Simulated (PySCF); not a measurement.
A calculated (PBE0, PySCF 2.14, cc-pVDZ, the non-relativistic Hamiltonian (point nucleus)) atom or ion has these occupied shells.

```
shell  electrons  orbital energy (eV)  rms radius, mean of both spins (bohr)
 1s α          1              -6416.7                                 0.0712
 1s β          1              -6416.6                                 0.0712
 2s α          1              -748.63                                  0.306
 2s β          1              -746.18                                  0.306
 2p α          3              -640.74                                  0.275
 2p β          3              -638.67                                  0.275
 3s α          1              -91.841                                  0.925
 3s β          1              -85.351                                  0.925
 3p α          3              -60.559                                  0.992
 3p β          3              -53.558                                  0.992
 3d α          5              -10.753                                   1.33
 4s α          1               -6.035                                   3.47
 4s β          1               -5.057                                   3.47
```

Name the element and its charge.

Mn (manganese, neutral), in [Ar] 3d5 4s2, high-spin 6S determinant.
